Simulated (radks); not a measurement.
Effect of the nuclear size on the rhenium ion Re+, [Xe] 4f14 5d5 6s1. Method: Dirac Kohn-Sham, BLYP, spin-unpolarised, spherical densities, finite nucleus; open shells fill j = l - 1/2 first; Fermi nuclear charge, rms radius 5.3698 fm; computed with a radial shooting solver on a logarithmic mesh with Libxc functionals. The rms radius is varied about that value; shifts are against it.

rms radius (fm)  total energy shift (eV)  density at nucleus (e/bohr^3)  1s1/2 shift (meV)  2s1/2 shift (meV)  5s1/2 shift (meV)  5p1/2 shift (meV)  6s1/2 shift (meV)  5d5/2 shift (meV)  6p1/2 (empty) shift (meV)
4.3066                             -23.6                      1.674e+06              -9550              -1360              -13.2              0.331              -1.32              0.468                      0.128
4.8436                             -12.1                      1.605e+06              -4890               -696              -6.74              0.169             -0.675              0.240                      0.066
5.3698                                 0                      1.547e+06              0.000              0.000              0.000              0.000              0.000              0.000                      0.000
5.649                               6.75                      1.519e+06               2730                388               3.76             -0.094              0.376             -0.134                     -0.036
5.9605                              14.5                      1.491e+06               5880                836               8.09             -0.202              0.810             -0.288                     -0.079

Slopes of the eigenvalues against <r^2> in GHz/fm^2, as finite differences over the two radii next to the reference (eigenvalue slopes, not the field-shift constants of lines): 1s1/2 218000, 2s1/2 31000, 5s1/2 301, 5p1/2 -7.53, 6s1/2 30.1, 5d5/2 -10.7, 6p1/2 (empty) -2.92.
